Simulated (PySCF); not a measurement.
# Correlation energy of Al⁺ (aluminium, charge +1)

[Ne] 3s2, closed-shell 1S. All numbers are calculated (PySCF 2.14, no relativity, point nucleus, in def2-QZVPPD). Frozen: [Ne]; 2 electrons correlated.

With two correlated electrons CCSD is exact within the correlated space (frozen core and kept virtual orbitals).

```json
{"level": "CCSD", "correlation energy (mhartree)": "-40.35"}
```

Diagnostics: T1 = 0.0096, D1 = 0.0135, largest double amplitude 0.110.

Cost of the coupled-cluster step: about 2 core-seconds, for 2 correlated electrons.

Iterations:

```
CC2 = 0
CCSD nocc = 1, nmo = 71
frozen orbitals [0, 1, 2, 3, 4]
max_cycle = 100
direct = 0
conv_tol = 1e-08
conv_tol_normt = 1e-06
diis_space = 8
diis_start_cycle = 0
Init t2, MP2 energy = -241.703956270923  E_corr(MP2) -0.0294094315530766
Init E_corr(CCSD) = -0.0294094315614886
cycle = 1  E_corr(CCSD) = -0.0351710248921435  dE = -0.00576159333  norm(t1,t2) = 0.0465934
cycle = 2  E_corr(CCSD) = -0.0379147516419565  dE = -0.00274372675  norm(t1,t2) = 0.0227155
cycle = 3  E_corr(CCSD) = -0.0403589710964026  dE = -0.00244421945  norm(t1,t2) = 0.0112424
cycle = 4  E_corr(CCSD) = -0.0403428656712216  dE = 1.61054252e-05  norm(t1,t2) = 0.000653682
cycle = 5  E_corr(CCSD) = -0.040350550418844  dE = -7.68474762e-06  norm(t1,t2) = 5.70798e-05
cycle = 6  E_corr(CCSD) = -0.0403480380646215  dE = 2.51235422e-06  norm(t1,t2) = 1.27184e-05
cycle = 7  E_corr(CCSD) = -0.0403480547130614  dE = -1.664844e-08  norm(t1,t2) = 1.72499e-06
cycle = 8  E_corr(CCSD) = -0.0403480704105762  dE = -1.56975147e-08  norm(t1,t2) = 2.25964e-07
cycle = 9  E_corr(CCSD) = -0.0403480671132168  dE = 3.29735943e-09  norm(t1,t2) = 3.87543e-08
CCSD converged
E(CCSD) = -241.7148949064831  E_corr = -0.04034806711321676
```
